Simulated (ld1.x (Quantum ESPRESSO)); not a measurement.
# Configuration tests for Ga (TM)

| Quantity | Value |
| --- | --- |
| Element | Ga (Z = 31) |
| Generator | ld1.x (Quantum ESPRESSO) 7.5 |
| Type | norm-conserving Troullier–Martins (Kleinman–Bylander form) |
| Functional | PBE |
| Relativity | fully relativistic |
| Frozen core | [Ar] 3d10 |
| Valence charge | 3 |
| Reference configuration | 4s1 4p2 |
| Partial waves | 4s (bound): rc 1.40 bohr; 4d channel at -0.15 Ry: rc 2.45 bohr; 4p (bound): rc 2.65 bohr |
| Local potential | the p channel |
| Core correction | Bessel-smoothed model core inside 1.15 bohr |

Open shells are filled in proportion to 2j + 1 (rel_dist='average').

Energies are relative to the spin-unpolarised reference configuration 4s1 4p2; without spin polarisation the order of configurations can differ from experiment. The p channel is local and has no spin–orbit splitting in the pseudo-atom. The frozen-core shift is the all-electron ΔE with the core orbitals held at their reference shape minus the fully relaxed ΔE.

```json
{"valence configuration": "4s2 4p1", "charge": "0", "ΔE all-electron (eV)": "-6.536", "error AE − PS (meV)": "-17", "frozen-core shift (meV)": "+18"}
{"valence configuration": "4s2 4p0", "charge": "+1", "ΔE all-electron (eV)": "-0.846", "error AE − PS (meV)": "-3.3", "frozen-core shift (meV)": "+5.1"}
{"valence configuration": "4s1 4p0", "charge": "+2", "ΔE all-electron (eV)": "20.282", "error AE − PS (meV)": "-95", "frozen-core shift (meV)": "+97"}
{"valence configuration": "4s2 4p1.3", "charge": "-0.3", "ΔE all-electron (eV)": "-7.070", "error AE − PS (meV)": "-19", "frozen-core shift (meV)": "+20"}
{"valence configuration": "4s0 4p3", "charge": "0", "ΔE all-electron (eV)": "6.831", "error AE − PS (meV)": "-16", "frozen-core shift (meV)": "+18"}
{"valence configuration": "4s2 4p0.5", "charge": "+0.5", "ΔE all-electron (eV)": "-4.505", "error AE − PS (meV)": "-9.5", "frozen-core shift (meV)": "+11"}
```

**Question.** What are ΔE and the potential's error for 4s1 4p1?

**Answer.** ΔE = 6.524 eV all-electron; the error (AE − PS) is -8.5 meV.

Levels in the configuration 4s2 4p1.3:

```json
{"level": "4s j=1/2", "all-electron (eV)": "-7.152", "pseudo (eV)": "-7.110"}
{"level": "4p j=1/2", "all-electron (eV)": "-1.090", "pseudo (eV)": "-1.018"}
{"level": "4p j=3/2", "all-electron (eV)": "-0.990", "pseudo (eV)": "-1.018"}
```

Note: ghost states, extra bound levels that the all-electron valence spectrum of the same l lacks: s at -1918.1 eV, d3/2 at -189.6 eV, d5/2 at -162.0 eV. A true bound ghost makes a file unfit for plane-wave use.
